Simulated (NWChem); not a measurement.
System: C₃H₇FSi; SMILES C(=C/C)(/[SiH3])F

Here is an NWChem input.

```
start job
memory heap 200 mb stack 900 mb global 1100 mb
geometry units angstroms noautoz
  C      0.762358    -2.074542     0.000000
  C     -0.504711    -1.289119     0.000000
  C     -0.582811     0.045074     0.000000
  F     -1.803647     0.620800     0.000000
  Si     0.852245     1.283245     0.000000
  H      1.658312    -1.435032     0.000000
  H      0.821599    -2.730342     0.884420
  H      0.821599    -2.730342    -0.884420
  H     -1.452957    -1.841322     0.000000
  H      1.711030     1.102004     1.209611
  H      0.272517     2.655671     0.000000
  H      1.711030     1.102004    -1.209611
end
basis spherical
  C library def2-svp
  F library def2-svp
  Si library def2-svp
  H library def2-svp
end
dft
  xc xpbe96 cpbe96
  grid xfine
  iterations 150
  mulliken
end
task dft gradient
```

Output (shortened):

```
             Northwest Computational Chemistry Package (NWChem) 7.3.0
             --------------------------------------------------------

 CS  symmetry detected

                             Geometry "geometry" -> ""
                             -------------------------

 Output coordinates in angstroms (scale by  1.889725989 to convert to a.u.)

  No.       Tag          Charge          X              Y              Z
 ---- ---------------- ---------- -------------- -------------- --------------
    1 C                    6.0000     0.71246988    -2.09276164     0.00000000
    2 C                    6.0000    -0.52958989    -1.26835842     0.00000000
    3 C                    6.0000    -0.56620787     0.06761677     0.00000000
    4 F                    9.0000    -1.76857081     0.68098804     0.00000000
    5 Si                  14.0000     0.90661719     1.26061279     0.00000000
    6 H                    1.0000     1.62785675    -1.48139147     0.00000000
    7 H                    1.0000     0.75131102    -2.75008538     0.88442000
    8 H                    1.0000     0.75131102    -2.75008538    -0.88442000
    9 H                    1.0000    -1.49453150    -1.79083936     0.00000000
   10 H                    1.0000     1.75935783     1.05278262     1.20961100
   11 H                    1.0000     0.36980093     2.65038470     0.00000000
   12 H                    1.0000     1.75935783     1.05278262    -1.20961100

 Effective nuclear repulsion energy (a.u.)     218.8813107928

      Symmetry information
      --------------------

 Group name             Cs
 Group number              2
 Group order               2
 No. of unique centers    10

  pbe96 is a nonlocal functional; adding pw91lda local functional.

                                 NWChem DFT Module
                                 -----------------

 Summary of "ao basis" -> "ao basis" (spherical)
 ------------------------------------------------------------------------------
       Tag                 Description            Shells   Functions and Types
 ---------------- ------------------------------  ------  ---------------------
 C                          def2-svp                 6       14   3s2p1d
 F                          def2-svp                 6       14   3s2p1d
 Si                         def2-svp                 8       18   4s3p1d
 H                          def2-svp                 3        5   2s1p

      Symmetry analysis of basis
      --------------------------

        a'         75
        a"         34

            General Information
            -------------------
          SCF calculation type: DFT
          Wavefunction type:  closed shell.
          No. of atoms     :    12
          No. of electrons :    48
           Alpha electrons :    24
            Beta electrons :    24
          Charge           :     0
          Spin multiplicity:     1
          Use of symmetry is: on ; symmetry adaption is: on
          Maximum number of iterations: 150
          AO basis - number of functions:   109
                     number of shells:    53
          Convergence on energy requested:  1.00D-06
          Convergence on density requested:  1.00D-05
          Convergence on gradient requested:  5.00D-04

              XC Information
              --------------
          PerdewBurkeErnzerhof Exchange Functional  1.000
            Perdew 1991 LDA Correlation Functional  1.000 local
           PerdewBurkeErnz. Correlation Functional  1.000 non-local

             Grid Information
             ----------------
          Grid used for XC integration:  xfine
          Radial quadrature: Mura-Knowles
          Angular quadrature: Lebedev.
          Tag              B.-S. Rad. Rad. Pts. Rad. Cut. Ang. Pts.
          ---              ---------- --------- --------- ---------
          C                   0.70      100          12.0      1454
          F                   0.50      100          11.0      1454
          Si                  1.10      125          11.0      1454
          H                   0.35      100          13.0      1202
          Grid pruning is: on
          Number of quadrature shells:  1025
          Spatial weights used:  Erf1

      Superposition of Atomic Density Guess
      -------------------------------------

 Sum of atomic energies:        -504.40044035

      Non-variational initial energy
      ------------------------------

 Total energy =    -506.875265
 1-e energy   =   -1129.203756
 2-e energy   =     403.447180
 HOMO         =      -0.274393
 LUMO         =       0.018023

      Symmetry analysis of molecular orbitals - initial
      -------------------------------------------------

  Numbering of irreducible representations:

     1 a'          2 a"

  Orbital symmetries:

     1 a'          2 a'          3 a'          4 a'          5 a'
     6 a'          7 a'          8 a'          9 a"         10 a'
    11 a'         12 a'         13 a'         14 a'         15 a"
    16 a'         17 a'         18 a"         19 a'         20 a'
    21 a"         22 a'         23 a'         24 a"         25 a"
    26 a'         27 a'         28 a'         29 a'         30 a"
    31 a'         32 a"         33 a'         34 a'

     ---------------------------------------------
      Total Density - Mulliken Population Analysis
     ---------------------------------------------

    Atom       Charge   Shell Charges
 -----------   ------   -------------------------------------------------------
    1 C    6     6.21   1.99  0.95  0.17  2.04  1.03  0.03
    2 C    6     6.28   1.99  0.97  0.27  2.01  1.00  0.03
    3 C    6     5.76   1.99  0.95  0.30  1.68  0.77  0.06
    4 F    9     9.39   1.99  1.14  0.77  3.43  2.05  0.01
    5 Si  14    13.60   2.00  1.99  1.01  0.28  5.94  1.14  1.12  0.13
    6 H    1     0.89   0.67  0.20  0.03
    7 H    1     0.89   0.67  0.20  0.03
    8 H    1     0.89   0.67  0.20  0.03
    9 H    1     0.90   0.67  0.21  0.02
   10 H    1     1.06   0.69  0.36  0.01
   11 H    1     1.07   0.70  0.36  0.01
   12 H    1     1.06   0.69  0.36  0.01

   convergence    iter        energy       DeltaE   RMS-Dens  Diis-err
 ---------------- ----- ----------------- --------- --------- ---------
 d= 0,ls=0.0,diis     1   -507.0949897757 -7.26D+02  1.35D-02  5.89D-01
 d= 0,ls=0.0,diis     2   -507.0434357822  5.16D-02  8.24D-03  1.18D+00
 d= 0,ls=0.0,diis     3   -507.1515093016 -1.08D-01  2.23D-03  9.16D-02
 d= 0,ls=0.0,diis     4   -507.1591518921 -7.64D-03  1.25D-03  1.62D-02
 d= 0,ls=0.0,diis     5   -507.1611152076 -1.96D-03  4.02D-04  3.12D-03
  Resetting Diis
 d= 0,ls=0.0,diis     6   -507.1614728462 -3.58D-04  7.04D-05  3.94D-05
 d= 0,ls=0.0,diis     7   -507.1614788291 -5.98D-06  3.42D-05  3.78D-06
 d= 0,ls=0.0,diis     8   -507.1614779366  8.93D-07  2.46D-05  1.08D-05
 d= 0,ls=0.0,diis     9   -507.1614792206 -1.28D-06  6.78D-06  8.56D-07
 d= 0,ls=0.0,diis    10   -507.1614793297 -1.09D-07  1.27D-06  1.95D-08

         Total DFT energy =     -507.161479329749
      One electron energy =    -1133.129985185125
           Coulomb energy =      456.850968819541
    Exchange-Corr. energy =      -49.763773757009
 Nuclear repulsion energy =      218.881310792844

 Numeric. integr. density =       47.999999990298

                  Occupations of the irreducible representations
                  ----------------------------------------------

                     irrep           alpha         beta
                     --------     --------     --------
                     a'               19.0         19.0
                     a"                5.0          5.0

                       DFT Final Molecular Orbital Analysis
                       ------------------------------------

 Vector   22  Occ=2.000000D+00  E=-3.090592D-01  Symmetry=a'
              MO Center=  7.2D-01,  1.8D+00,  1.0D-13, r^2= 2.5D+00
   Bfn.  Coefficient  Atom+Function         Bfn.  Coefficient  Atom+Function
  ----- ------------  ---------------      ----- ------------  ---------------
   100      0.391373  11 H  s                65      0.257926   5 Si py
    68      0.201731   5 Si py              101      0.200130  11 H  s
    95     -0.161313  10 H  s               105     -0.161313  12 H  s
    64     -0.148406   5 Si px               62     -0.147143   5 Si py
    67     -0.110196   5 Si px               61      0.086139   5 Si px

[...]

                         DFT ENERGY GRADIENTS

    atom               coordinates                        gradient
                 x          y          z           x          y          z
   1 C       1.346373  -3.954746   0.000000    0.001601  -0.001172   0.000000
   2 C      -1.000780  -2.396850   0.000000   -0.002671   0.009503   0.000000
   3 C      -1.069978   0.127777   0.000000   -0.005017  -0.007015   0.000000
   4 F      -3.342114   1.286881   0.000000    0.010263  -0.006142   0.000000
   5 Si      1.713258   2.382213   0.000000    0.000098   0.000749   0.000000
   6 H       3.076203  -2.799424   0.000000   -0.004493  -0.002731   0.000000
   7 H       1.419772  -5.196908   1.671311   -0.000536   0.003646  -0.004181
   8 H       1.419772  -5.196908  -1.671311   -0.000536   0.003646   0.004181
   9 H      -2.824255  -3.384196   0.000000    0.004785   0.002671   0.000000
  10 H       3.324704   1.989471   2.285833   -0.002355   0.000211  -0.002990
  11 H       0.698822   5.008501   0.000000    0.001214  -0.003577   0.000000
  12 H       3.324704   1.989471  -2.285833   -0.002355   0.000211   0.002990
```

Level: PBE/def2-SVP. Geometry: optimised at PBE0/def2-SVP. Not confirmed as a minimum by frequencies.
